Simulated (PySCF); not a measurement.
Two species compared at the same levels of theory.

First species: C5H11NOSi2.
Bonds: N1–C2 (triple), C2–C3, C3–C4, C4–Si5, Si5–O6, O6–Si7, C3–C8, C8–C9, C3–C9. Hydrogens: H10, H11 on C4; H12, H13 on Si5; H14, H15, H16 on Si7; H17, H18 on C8; H19, H20 on C9.

Second species: C₅H₁₁NOSi₂.
Cartesian coordinates in Å at the GFN2-xTB level; atoms count from 1:
```
atom  x, y, z in Å
C1    -2.0175    2.3155    0.4988
C2    -1.0825    1.6610   -0.1695
Si3   -0.4497   -0.0727    0.2429
N4    -0.8217   -0.3105    1.9276
C5     1.3762    0.0072   -0.1080
C6     2.5622    0.0301   -0.3238
C7     3.9836    0.0590   -0.5961
Si8   -1.4185   -1.8052   -0.9313
O9    -2.9811   -2.0142   -0.5124
H10   -2.3665    3.2969    0.2108
H11   -2.4793    1.8949    1.3777
H12   -0.6545    2.1300   -1.0476
H13   -0.6149    0.4389    2.5705
H14   -0.5670   -1.1886    2.3524
H15    4.4380   -0.8894   -0.3086
H16    4.1547    0.2242   -1.6599
H17    4.4576    0.8633   -0.0331
H18   -0.7121   -3.0786   -0.7076
H19   -1.5490   -1.5931   -2.3699
H20   -3.2634   -1.9579    0.3957
```

Levels: PBE0/pcSseg-1 for dipole moment, HOMO energy, LUMO energy and HOMO–LUMO gap; GFN2-xTB for rotational constant A and rotational constant C. Geometries: GFN2-xTB. Each species is one conformer at its optimised geometry, gas phase, non-relativistic unless stated; the electronic structure was computed with PySCF and density fitting.

The conformers computed, where there is a choice (atom-mapped SMILES and torsion angles):
- `[N:1]#[C:2][C:3]1([CH2:4][SiH2:5][O:6][SiH3:7])[CH2:8][CH2:9]1`: C2–C3–C4–Si5 -64°, C3–C4–Si5–O6 -173°
- `[CH2:1]=[CH:2][Si@:3]([NH2:4])([C:5]#[C:6][CH3:7])[SiH2:8][OH:9]`: C1–C2–Si3–N4 -23°, C2–Si3–Si8–O9 -68°, H–N4–Si3–C2 -45°, H–N4–Si3–C2 180°, H–O9–Si8–Si3 -41°

**Question.** Which of the two has the higher rotational constant C, and by how much?

**Answer.** The second: 0.534 GHz against 0.449 GHz, a difference of 0.085 GHz.

**Question.** Which of the two has the higher HOMO–LUMO gap, and by how much?

**Answer.** The first: 8.01 eV against 6.65 eV, a difference of 1.36 eV.

**Question.** Which has the higher dipole moment?

**Answer.** The first: 4.18 D against 3.00 D, a difference of 1.18 D.

**Question.** Which has the higher HOMO energy?

**Answer.** The second: -7.20 eV against -7.95 eV, a difference of 0.75 eV.

**Question.** Which has the higher rotational constant A?

**Answer.** The first: 2.624 GHz against 1.332 GHz, a difference of 1.292 GHz.

**Question.** Which of the two has the higher LUMO energy, and by how much?

**Answer.** The first: 0.06 eV against -0.55 eV, a difference of 0.61 eV.

On the first: In atomic units the dipole is 1.64 e·bohr (1 au = 2.5417 D).

On the second: The dipole equals about 10.0 × 10⁻³⁰ C·m (1 D = 3.33564 × 10⁻³⁰ C·m).
